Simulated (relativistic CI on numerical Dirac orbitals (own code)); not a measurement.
# Al VII: sensitivity of the levels to the model

Base calculation: Dirac-Coulomb-Breit CI, separate exchange-only KLI orbitals for each configuration, a model potential for QED, unscaled Slater integrals.

Configuration list (outside the closed core 1s2): 2s2 2p3, 2s 2p4, 2p5, 2s2 2p2 3s, 2s2 2p2 3p, 2p4 3s, 2s2 2p2 3d, 2p4 3p, 2p4 3d, 2s 2p3 3s, 2s 2p3 3p, 2s2 2p2 4s, 2s2 2p2 4p, 2s 2p3 3d, 2s2 2p2 4d, 2s2 2p2 4f. Levels of other configurations are missing.

Variants: (1) QED terms removed. Shifts of the energy above 2s2 2p3 4S°_3/2, in cm⁻¹, for the lowest level and the first level of each name with at least 55 % of one term (blank where a level changes its place among those of its configuration and J or its character, or is not in the variant):

```
            Level     Base  Δ(1)  Measured
  2s2 2p3 4S°_3/2        0     0         0
  2s2 2p3 2D°_3/2    66513    +1     62313
  2s2 2p3 2D°_5/2    66596    -1     62369
  2s2 2p3 2P°_1/2    96740   +10     94603
  2s2 2p3 2P°_3/2    97002    +7     94869
    2s 2p4 4P_5/2   281137  +250    280200
    2s 2p4 4P_3/2   283591  +244    282670
    2s 2p4 4P_1/2   284893  +240    283970
    2s 2p4 2D_5/2   395695  +248    385860
    2s 2p4 2D_3/2   395747  +248    385910
    2s 2p4 2S_1/2   463338  +249    453060
    2s 2p4 2P_3/2   493440  +256    477690
    2s 2p4 2P_1/2   496367  +247    480660
      2p5 2P°_3/2   758544  +488    735750
      2p5 2P°_1/2   762456  +476    739700
2s2 2p2 3s 4P_1/2  1142464   -73   1147200
2s2 2p2 3s 4P_3/2  1144007   -77   1148650
2s2 2p2 3s 4P_5/2  1146276   -84   1150950
2s2 2p2 3s 2P_1/2  1161472   -75   1163940
2s2 2p2 3s 2P_3/2  1164248   -83   1166720
2s2 2p2 3s 2D_5/2  1197078   -81          
2s2 2p2 3s 2D_3/2  1197136   -82
```

At this charge configurations can still be misplaced by up to about 7 % of their energy. 29 of the 34 excited levels that our extract of the measured tables holds in this range could be paired (the sources list more); they are missed by 5958 cm⁻¹ on average and 22794 at most, and levels without a partner can miss by more.

Measured levels: NIST levels in Kelleher and Podobedova, J. Phys. Chem. Ref. Data 37, 709 (2008); Martin and Zalubas, J. Phys. Chem. Ref. Data 8, 817 (1979).

Ionisation energy from the two ground configurations alone: base 241.488 eV. The NIST ASD value (semi-empirical) is 241.76 eV.
